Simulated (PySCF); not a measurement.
## Dipole moment and polarisability of `O=C1OC[C@H]1C(F)(F)F`

Compound: C4H3F3O2.
Cartesian coordinates in Å at the GFN2-xTB level; atoms count from 1:
```
atom  x, y, z in Å
O1    -1.2104    1.3634    1.7411
C2    -1.0418    0.5283    0.9247
O3    -1.9123   -0.0964    0.1062
C4    -0.8892   -0.8977   -0.5095
C5     0.1753   -0.2644    0.4005
C6     1.2565    0.5402   -0.2942
F7     0.7557    1.4184   -1.1701
F8     2.0810   -0.2608   -0.9929
F9     2.0139    1.2197    0.5658
H10   -0.7958   -0.6676   -1.5720
H11   -1.0736   -1.9617   -0.3604
H12    0.6419   -0.9221    1.1346
```

Level: CAM-B3LYP/def2-SVPD (PySCF), static field, nuclei fixed, core orbitals frozen in the response. The polarisability tensor in these axes (au):

```
x   54.40  0.20 -1.53
y    0.20 52.62  8.09
z   -1.53  8.09 52.83
```

Problem. Give the principal values, the mean and the anisotropy Δα = √{½[(α1 − α2)² + (α2 − α3)² + (α1 − α3)²]}.

Solution. Principal values 44.49, 54.41 and 60.95 au; mean 53.28 au = 7.90 Å³ = 8.79 × 10⁻⁴⁰ C²·m²/J; Δα = 14.36 au (27 % of the mean).

Problem. What is the dipole moment, and where does it point?

Solution. (0.48, -3.71, -1.24) D, 3.94 D in size, pointing from the negative to the positive side. Measured along this direction, the outermost atoms are O1 at the negative end and H11 at the positive end.

Problem. Molar refractivity from α?

Solution. Lorentz–Lorenz: R = (4π/3)N_A α = 2.5225 cm³/(mol·Å³) × 7.90 Å³ = 19.9 cm³/mol, in the limit of long wavelengths.

Problem. What are the principal values of the traceless quadrupole moment, Θ = ½Σq(3rr − r²1), about the centre of nuclear charge?

Solution. -12.60, 3.60, 9.00 D·Å. The values depend on the origin, since the dipole doesn't vanish. The electronic extent ⟨r²⟩ about the same centre is 1017 bohr², a root-mean-square distance of 2.02 Å for the 70 electrons.

Problem. Form Σ f/ω² (atomic units) for the 8 lowest TDDFT singlets, given as eV and f, and set it beside the mean polarisability, which is this sum over all singlets: 5.95, 0.0006; 8.07, 0.0735; 8.45, 0.0498; 8.78, 0.0055; 8.84, 0.0022; 9.10, 0.0168; 9.28, 0.0070; 9.36, 0.0354.

Solution. They add up to 1.95 au, 3.7 % of the 53.28 au; the largest single term is 0.84 au, from the state at 8.07 eV. Terms in order: 0.01, 0.84, 0.52, 0.05, 0.02, 0.15, 0.06, 0.30 au. Higher excitations give the rest. The strengths listed sum to 0.191.

Problem. Orientational against electronic polarisability at 298 K (dilute gas, rigid molecules)?

Solution. In Gaussian units μ²/3kT = 125.85 Å³ against 7.90 Å³, a ratio of 15.94; the Debye molar polarisation (4π/3)N_A(α + μ²/3kT) is 337.4 cm³/mol, leaving out the vibrational part.

Problem. Rayleigh depolarisation ratio (linearly polarised light, static tensor)?

Solution. ρ = 3Δα²/(45ᾱ² + 4Δα²) = 618.6/(127759 + 824.8) = 0.00481.

Isolated species at its GFN2-xTB geometry, gas phase.
